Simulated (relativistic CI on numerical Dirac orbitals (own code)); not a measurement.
Crystal-field levels of Nb2+, 4d3

Calculated by Dirac-Coulomb-Breit CI, KLI orbitals optimised for each configuration, QED by a radiative potential, valence Slater integrals scaled by 0.8, one configuration in a parametric crystal field (own radial code).

Field parameters in Wybourne normalisation: Td as Oh with Dq negative (B⁴₀ = 21Dq, B⁴₄ = √(5/14) B⁴₀). The field is a parameter set, without covalency.

S is read from ⟨S²⟩ = S(S + 1).

Levels (cm⁻¹, degeneracy): 0 (4), 132 (2), 660 (4), 1029 (2), 4954 (4), 5758 (2), 5781 (4), 6090 (2), 6174 (4), 9877 (2), 10061 (4), 10139 (2).

(1) Which field gives this pattern?
A. Td, 10Dq = -8500 cm⁻¹
B. Td, 10Dq = -6250 cm⁻¹
C. Td, 10Dq = -6700 cm⁻¹

## Answers

(1) B. Td, 10Dq = -6250 cm⁻¹, ground level with S = 1.49.
